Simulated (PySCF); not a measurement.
Species: C₅H₄FS (charge +1).
Atom-mapped SMILES: `[F:1][c:2]1[cH:3][cH:4][s+:5][cH:6][cH:7]1` (hydrogens: H8 on C3; H9 on C4; H10 on C6; H11 on C7)

Computed with core-valence-separated Tamm–Dancoff BHandHLYP/aug-pcX-1 (pcseg-1 on H, def2-SVPD on S) in PySCF, non-relativistic, gas phase, PBE0-D3(BJ)/def2-SVP geometry.

Computed fluorine K-edge spectrum, Gaussian lines of 0.3 eV full width, highest printed point 100; it ends one width below the last computed root. The energies are unshifted.

photon energy (eV), absorption and a bar:
```
    683.7          0 
    683.8          3 #
    683.9         14 ####
    684.0         30 #########
    684.1         35 ##########
    684.2         22 #######
    684.3          7 ##
    684.4          1 
    684.5          0 
    684.6          0 
    684.7          0 
    684.8          0 
    684.9          0 
    685.0          0 
    685.1          0 
    685.2          0 
    685.3          0 
    685.4          0 
    685.5          0 
    685.6          0 
    685.7          0 
    685.8          0 
    685.9          0 
    686.0          0 
    686.1          0 
    686.2          0 
    686.3          0 
    686.4          0 
    686.5          0 
    686.6          0 
    686.7          0 
    686.8          0 
    686.9          1 
    687.0          7 ##
    687.1         31 #########
    687.2         75 #######################
    687.3        100 ##############################
    687.4         72 ######################
    687.5         28 ########
    687.6          6 ##
    687.7          1 
    687.8          0 
    687.9          0 
    688.0          0 
    688.1          0 
    688.2          0 
    688.3          0 
    688.4          0 
    688.5          0 
    688.6          0 
    688.7          0 
    688.8          0 
    688.9          2 #
    689.0          6 ##
    689.1         12 ####
    689.2         12 ####
    689.3          7 ##
    689.4          3 #
    689.5          3 #
    689.6          5 ##
    689.7          5 #
    689.8          3 #
    689.9          2 #
```

Problem. Assign the maxima to core holes.

Solution. 4 maxima:
- 684.1 eV: F1 (aryl fluorine), 684.08 eV, f = 0.012, 100 % of the height at the exact maximum
- 687.3 eV: F1 (aryl fluorine), 687.30 eV, f = 0.034, 100 % of the height at the exact maximum
- 689.2 eV: F1 (aryl fluorine), 689.15 eV, f = 0.005, 100 % of the height at the exact maximum
- 689.6 eV: F1 (aryl fluorine), 689.64 eV, f = 0.002, 100 % of the height at the exact maximum

Roots within 0.03 eV on the same or equivalent atoms count as one line; shares under 12 % aren't listed.

Vibrational structure and lifetime widths aren't in the curve. The ionisation threshold wasn't computed; near and above it a finite basis only mimics Rydberg series and continuum.
